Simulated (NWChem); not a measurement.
Everything below was run with NWChem. System: C₂H₄F₂OSi, charge 0, spin multiplicity 1, displaced from the optimised geometry. The structure started from a generated list of species. Level: B3LYP/def2-SVP, VWN1-RPA local correlation.

Input file:

```
start mol
memory heap 200 mb stack 800 mb global 1000 mb
geometry units angstroms nocenter noautoz noautosym
  O      1.833313     0.383381    -1.705243
  C      1.817734     0.081656    -0.509754
  Si     0.115565    -0.496223     0.274689
  F      0.257028    -0.471681     1.928934
  C     -1.216871     0.748093    -0.337717
  F     -2.513335     0.250297    -0.131451
  H      2.778977     0.137317     0.114919
  H     -0.207844    -1.913746    -0.156762
  H     -1.046206     0.928819    -1.437800
  H     -1.107749     1.741649     0.183428
end
basis spherical
  * library def2-svp
end
dft
  xc b3lyp
  semidirect memsize 60000000 filesize 0
  iterations 100
  convergence energy 1e-9 density 1e-8 gradient 1e-7
end
task dft gradient
```

Output (cleaned and shortened):

```
             Northwest Computational Chemistry Package (NWChem) 7.3.0
             --------------------------------------------------------

                                NWChem Input Module
                                -------------------

 Scaling coordinates for geometry "geometry" by  1.889725989
 (inverse scale =  0.529177249)

                             Geometry "geometry" -> ""
                             -------------------------

 Output coordinates in angstroms (scale by  1.889725989 to convert to a.u.)

  No.       Tag          Charge          X              Y              Z
 ---- ---------------- ---------- -------------- -------------- --------------
    1 O                    8.0000     1.83331300     0.38338100    -1.70524300
    2 C                    6.0000     1.81773400     0.08165600    -0.50975400
    3 Si                  14.0000     0.11556500    -0.49622300     0.27468900
    4 F                    9.0000     0.25702800    -0.47168100     1.92893400
    5 C                    6.0000    -1.21687100     0.74809300    -0.33771700
    6 F                    9.0000    -2.51333500     0.25029700    -0.13145100
    7 H                    1.0000     2.77897700     0.13731700     0.11491900
    8 H                    1.0000    -0.20784400    -1.91374600    -0.15676200
    9 H                    1.0000    -1.04620600     0.92881900    -1.43780000
   10 H                    1.0000    -1.10774900     1.74164900     0.18342800

 Effective nuclear repulsion energy (a.u.)     288.5317671553

            Nuclear Dipole moment (a.u.)
            ----------------------------
        X                 Y               Z
 ---------------- ---------------- ----------------
     0.0000132281     0.0000056692     0.0000151178


 Summary of "ao basis" -> "" (spherical)
 ------------------------------------------------------------------------------
       Tag                 Description            Shells   Functions and Types
 ---------------- ------------------------------  ------  ---------------------
 *                          def2-svp                  on all atoms
[...]
          Convergence on gradient requested:  1.00D-07

              XC Information
              --------------
                         B3LYP Method XC Potential
                     Hartree-Fock (Exact) Exchange  0.200
                        Slater Exchange Functional  0.800 local
                    Becke 1988 Exchange Functional  0.720 non-local
              Lee-Yang-Parr Correlation Functional  0.810
                  VWN I RPA Correlation Functional  0.190 local

             Grid Information
             ----------------
          Grid used for XC integration:  medium
          Radial quadrature: Mura-Knowles
          Angular quadrature: Lebedev.
          Tag              B.-S. Rad. Rad. Pts. Rad. Cut. Ang. Pts.
          ---              ---------- --------- --------- ---------
          O                   0.60       49          10.0       434
          C                   0.70       49          11.0       434
          Si                  1.10       88           9.0       590
          F                   0.50       49          13.0       434
          H                   0.35       45          11.0       434
          Grid pruning is: on
          Number of quadrature shells:   513
          Spatial weights used:  Erf1

          Convergence Information
          -----------------------
          Convergence aids based upon iterative change in
          total energy or number of iterations.
          Levelshifting, if invoked, occurs when the
          HOMO/LUMO gap drops below (HL_TOL):  1.00D-02
          DIIS, if invoked, will attempt to extrapolate
          using up to (NFOCK): 10 stored Fock matrices.

                    Damping( 0%)  Levelshifting(0.5)       DIIS
                  --------------- ------------------- ---------------
          dE  on:    start            ASAP                start
          dE off:    2 iters        100 iters           100 iters

      Screening Tolerance Information
      -------------------------------
          Density screening/tol_rho:  1.00D-12
          AO Gaussian exp screening on grid/accAOfunc:  21
          CD Gaussian exp screening on grid/accCDfunc:  20
          XC Gaussian exp screening on grid/accXCfunc:  20
          Schwarz screening/accCoul:  1.00D-10

                            NWChem DFT Gradient Module
                            --------------------------

  charge          =   0.00
  wavefunction    = closed shell

                         DFT ENERGY GRADIENTS

    atom               coordinates                        gradient
                 x          y          z           x          y          z
   1 O       3.464459   0.724485  -3.222442    0.000480   0.008444  -0.033457
   2 C       3.435019   0.154307  -0.963295   -0.001947  -0.006014   0.021847
   3 Si      0.218386  -0.937725   0.519087    0.000076   0.000846  -0.006447
   4 F       0.485712  -0.891348   3.645157    0.001456   0.000004   0.018066
   5 C      -2.299553   1.413691  -0.638193   -0.000158  -0.003298   0.001512
   6 F      -4.749514   0.472993  -0.248406   -0.013157  -0.004685   0.001982
   7 H       5.251505   0.259492   0.217165    0.010549   0.000585   0.006982
   8 H      -0.392768  -3.616456  -0.296237   -0.002384  -0.010265  -0.003399
   9 H      -1.977043   1.755213  -2.717048    0.002883   0.002573  -0.012780
  10 H      -2.093342   3.291239   0.346629    0.002201   0.011809   0.005694

                 ----------------------------------------
                 |  Time  |  1-e(secs)   |  2-e(secs)   |
                 ----------------------------------------
                 |  CPU   |       0.01   |       5.75   |
                 ----------------------------------------
                 |  WALL  |       0.01   |       5.75   |
                 ----------------------------------------

 Task  times  cpu:       19.6s     wall:       19.6s

 Total times  cpu:       19.6s     wall:       19.6s
```
